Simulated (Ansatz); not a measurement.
Geometry optimisation, RHF/def2-SVP in Ansatz 0.2.0.

input.yaml

```yaml
crystal:
  periodic: [false, false, false]
  atoms:
    - { symbol: Si, position_ang: [-0.591698, -0.008258, -0.285503] }
    - { symbol: H, position_ang: [0.255781, -1.788491, 1.522187] }
    - { symbol: "N", position_ang: [1.052036, 0.351626, -0.030447] }
    - { symbol: H, position_ang: [1.607642, -0.074694, 0.681844] }
    - { symbol: H, position_ang: [1.439453, 1.210617, -0.364931] }
    - { symbol: Cl, position_ang: [-1.186532, 1.571791, -1.543363] }
    - { symbol: "N", position_ang: [-0.791059, -1.534344, -1.012882] }
    - { symbol: H, position_ang: [-1.697265, -1.908495, -1.214892] }
    - { symbol: H, position_ang: [-0.10107, -1.862716, -1.660082] }
    - { symbol: "N", position_ang: [-1.69588, 0.061518, 1.104354] }
    - { symbol: H, position_ang: [-2.093519, -0.826551, 1.350643] }
    - { symbol: Si, position_ang: [-2.390348, 1.448713, 1.888545] }
    - { symbol: H, position_ang: [-2.740382, 1.069182, 3.27972] }
    - { symbol: H, position_ang: [-1.393303, 2.541969, 1.917608] }
    - { symbol: H, position_ang: [-3.623907, 1.958343, 1.242091] }
    - { symbol: H, position_ang: [-0.104649, -1.33701, 1.935308] }
basis:
  gaussian: { orbitals: def2-SVP }
hamiltonian:
  xc: hf
relax:
  f_tol: 0.03
  max_steps: 50
```

Command:

```bash
$ ansatz run input.yaml --threads 4 --pin off --max-ram 5120MiB --backend cpu --events-out ev --progress --plain --runs-dir out
```

Where does it end, and by what steps?

It converged. The force dipped under the threshold on the way, but the program's further checks kept it going. After 34 steps the energy has fallen by 0.426 eV; H16 moved furthest, 2.44 Å.

| step | energy less start (eV) | largest force component (eV/Å) | accepted |
| --- | --- | --- | --- |
| 0 | 0.0000 | 1.222 | yes |
| 2 | -0.3005 | 0.400 | yes |
| 4 | -0.3752 | 0.123 | yes |
| 6 | -0.3881 | 0.182 | yes |
| 8 | -0.3921 | 0.123 | yes |
| 10 | -0.3951 | 0.172 | yes |
| 12 | -0.3989 | 0.435 | yes |
| 14 | -0.3961 | 0.212 | no |
| 16 | -0.4072 | 0.150 | yes |
| 18 | -0.4104 | 0.400 | yes |
| 20 | -0.4175 | 0.048 | yes |
| 22 | -0.4205 | 0.145 | yes |
| 24 | -0.4226 | 0.045 | yes |
| 26 | -0.4240 | 0.120 | yes |
| 28 | -0.4251 | 0.097 | yes |
| 30 | -0.4256 | 0.056 | yes |
| 32 | -0.4258 | 0.007 | yes |
| 34 | -0.4260 | 0.019 | yes |

```xyz
16
Properties=species:S:1:pos:R:3
Si -0.597 0.267 -0.220
H 0.356 -3.214 1.440
N 1.072 0.616 -0.194
H 1.721 0.040 0.304
H 1.421 1.541 -0.347
Cl -1.375 1.622 -1.618
N -0.741 -1.382 -0.627
H -1.620 -1.855 -0.551
H -0.162 -1.784 -1.338
N -1.564 0.539 1.177
H -1.423 -0.141 1.904
Si -2.688 1.800 1.605
H -3.035 1.587 3.031
H -2.098 3.150 1.455
H -3.936 1.754 0.810
H 0.613 -3.666 1.978
```

Whether the end is a true minimum wasn't checked by a vibrational analysis.

Run time: 62 s on 4 threads of Arm Neoverse V1, with other jobs on the host, peak memory 0.43 GiB.
